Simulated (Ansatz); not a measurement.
Input for Ansatz (a program for electronic structure): R-CCSD(T)/cc-pVQZ on BFH2O (SMILES OBF), a point of a torsion scan.

Ansatz 0.2 input:
```yaml
crystal:
  periodic: [false, false, false]
  atoms:
    - {symbol: O, position_ang: [0.93973124, -0.00548589, -0.37585699]}
    - {symbol: B, position_ang: [-0.32455882, 0.34765933, -0.23734342]}
    - {symbol: F, position_ang: [-0.91249947, 0.24707690, 0.95703991]}
    - {symbol: H, position_ang: [1.38521998, -0.32588388, 0.41164046]}
    - {symbol: H, position_ang: [-0.94471035, 0.74841225, -1.14098383]}
basis:
  gaussian:
    orbitals: cc-pVQZ
magnetization: {spin_polarized: false}
correlation: {method: ccsd_t, electrons: outside_noble_gas}
scf: {lower_state_search: off}
```

It printed:

```
WARN ansatz: RAYON_NUM_THREADS=1 ignored (pool sized by the plan → 1); use --threads N
Functional definition: HF
these checks for a lower state are left out or cut short: stability, starts, cluster_reference, orbital_swaps, neighbouring_geometries, increment
integrals: 1.17 GiB planned
1358 factors; integrals over basis functions are off by at most 1.1e-3 eV
mean field: 0.60 GiB planned
mean field evaluation 1: about -5449.6198 eV, gradient 3.8e1 eV
mean field evaluation 2: about -5449.6204 eV, gradient 3.8e1 eV
mean field evaluation 4: about -5452.1285 eV, gradient 2.3e0 eV
mean field evaluation 8: about -5452.1488 eV, gradient 1.9e-1 eV
mean field -5452.14893940 eV, -200.3627779237 hartree, gradient 1.1e-6 eV, S^2 0.000000; 0 other end points of the search recorded, 0 dependent functions left out
3 core orbitals not correlated
reference -5452.14893940 eV, -200.3627779237 hartree; 9, 9 occupied and 213, 213 virtual orbitals, 1358 factors
second order -17.45742112 eV of doubles, -0.00000000 eV of singles
coupled cluster: 1.68 GiB planned
cycle   1  -17.19317376 eV  change    2.6e-1 eV  update   7.8e-2
cycle   2  -17.52880533 eV  change   -3.4e-1 eV  update   2.2e-2
cycle   3  -17.60633120 eV  change   -7.8e-2 eV  update   1.1e-2
cycle   4  -17.59165180 eV  change    1.5e-2 eV  update   2.7e-3
cycle   5  -17.59038623 eV  change    1.3e-3 eV  update   1.2e-3
cycle   6  -17.59110244 eV  change   -7.2e-4 eV  update   3.2e-4
cycle   7  -17.59092130 eV  change    1.8e-4 eV  update   8.9e-5
cycle   8  -17.59087703 eV  change    4.4e-5 eV  update   2.7e-5
cycle   9  -17.59088308 eV  change   -6.0e-6 eV  update   1.0e-5
perturbative correction -0.59004645 eV, -0.0216838072 hartree
Total energy: -5470.32986893 eV, -201.0309147606 hartree
Checks for a lower state left out: stability, starts, cluster_reference, orbital_swaps, neighbouring_geometries, increment
```

The calculation finished and met its thresholds.

Cost: about 4 core-minutes (a rough figure).
